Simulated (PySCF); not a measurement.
Species: C₄H₆N₂OS.
Cartesian coordinates in Å at the GFN2-xTB level; atoms count from 1:
```
atom  x, y, z in Å
C1    -1.9404   -0.6886    0.4357
C2    -1.4439    0.6717   -0.0341
O3    -0.3184    0.5625   -0.9014
C4     0.8407    0.2806   -0.3408
N5     1.9252    0.1544   -1.1490
C6     2.9594   -0.0997   -0.4260
S7     2.5868   -0.1818    1.2574
N8     1.0134    0.1312    0.9508
H9    -2.8519   -0.5625    1.0125
H10   -1.1903   -1.1637    1.0623
H11   -2.1461   -1.3273   -0.4198
H12   -1.1782    1.2963    0.8256
H13   -2.2019    1.1742   -0.6392
H14    3.9449   -0.2477   -0.8160
```

The calculation used TDDFT PBE0/def2-SVPD, vertical, gas phase, core orbitals frozen in the response (PySCF 2.14.0, density-fitted response routines).

Transition dipole moments from the ground state, in atomic units and in the frame of the coordinates above (overall signs are arbitrary), for the states with f of 0.002 or more among the lowest 6:

```csv
state,E (eV),μx,μy,μz
S1,5.237,0.215,-0.099,0.695
S2,5.337,-0.066,-0.070,-0.150
S5,6.762,0.258,-0.061,-0.262
S6,6.867,0.231,0.320,-0.053
```

Question: What oscillator strength does each state have?

Answer: f = (2/3) ΔE |μ|² with ΔE in hartree (27.2114 eV).

| state | \|μ\|² (au) | \|μ\| (D) | f |
| --- | --- | --- | --- |
| S1 | 0.539 | 1.87 | 0.069 |
| S2 | 0.032 | 0.45 | 0.004 |
| S5 | 0.139 | 0.95 | 0.023 |
| S6 | 0.159 | 1.01 | 0.027 |

Question: Which bond between heavy atoms lies closest to the direction of the S1 transition dipole?

Answer: C4–N8, at 10° from it; next C6–S7 at 30°.

Question: What angle do the transition dipoles of S5 and S6 make?

Answer: |cos θ| = |μa·μb| / (|μa| |μb|) = 0.36, so θ ≈ 69° (taken between 0 and 90°, since the signs are arbitrary).

Question: What peak molar absorption coefficient would the strongest computed level give as a lone Gaussian band 0.5 eV wide at half height?

Answer: ε(max) = 2.175×10⁸ f / FWHM, with the width in cm⁻¹. S1: 2.175×10⁸ × 0.0692 / 4033 ≈ 3700 L mol⁻¹ cm⁻¹.

One conformer stands for the species.
